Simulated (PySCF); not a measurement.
## Dy⁵⁶⁺: ionisation energy

Dy⁵⁶⁺ [Ne] → Dy⁵⁷⁺ [He] 2s2 2p5 [2p1/2^2 2p3/2^3, M_J = 3/2], as a difference of total energies. Calculation: PySCF 2.14, in an even-tempered Gaussian basis (17 s from 37 bohr⁻², ratio 2.4; 13 p from 48 bohr⁻², ratio 2.4; 5 d from 170 bohr⁻², ratio 2.6; 4 f from 260 bohr⁻², ratio 2.6); the two-component X2C-1e Hamiltonian. Correlated levels: nothing frozen; the 30 highest virtual spinors dropped. "Screened" scales the spin-orbit matrix elements by Boettger's factors to mimic the two-electron term; Breit and QED terms are absent.

```json
{"method": "GHF (spin-free)", "ionisation energy (eV)": "12339.6"}
{"method": "GMP2 (spin-free)", "ionisation energy (eV)": "12341.2"}
{"method": "GHF (screened spin-orbit)", "ionisation energy (eV)": "12092.7"}
{"method": "GMP2 (screened spin-orbit)", "ionisation energy (eV)": "12094.2"}
```

For this ion Breit and QED terms and the two-electron picture change, all absent here, outweigh the correlation shift from GHF to GMP2.

The spin-free rows lack the spin-orbit shift.

For comparison: 12081 ± 5 eV (theoretical estimate listed by NIST; NIST Atomic Spectra Database, ionization energies).
